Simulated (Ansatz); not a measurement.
Calculated with Ansatz (gas phase, PBE0-D4/def2-TZVP geometries, no zero-point term in ΔE). CBS: MP2 limit from def2 TZ/QZ plus the TZ coupled-cluster correction, frozen cores. For Br outer-core shells are correlated without core-valence functions, which leaves a few kJ/mol of doubt a bond. Scalar relativity is left out up to krypton. Each species was taken in one conformer, which may not be the lowest.

`BCBCC` + `C[SiH](O)Br` → `BO[SiH](C)Br` + `CBCC`  (ligand exchange at a B–C bond)

| species | MP2/def2-TZVPP energy (Eh) |
| --- | --- |
| `BCBCC` | -169.56819 |
| `C[SiH](O)Br` | -2977.98970 |
| `BO[SiH](C)Br` | -3003.38701 |
| `CBCC` | -144.21620 |

(1) Work out ΔE.

Largest T1 diagnostic among the species: 0.011.

Answers

(1) ΔE = (-3003.38701) + (-144.21620) − (-169.56819) − (-2977.98970) = -0.04532 Eh = -119.0 kJ/mol. CCSD(T)/CBS gives -118.4 kJ/mol.

In def2-TZVPP, CCSD(T) changes the Hartree–Fock value by +10.1 kJ/mol (the triples alone add +1.0 kJ/mol) and MP2 by +11.0 kJ/mol.
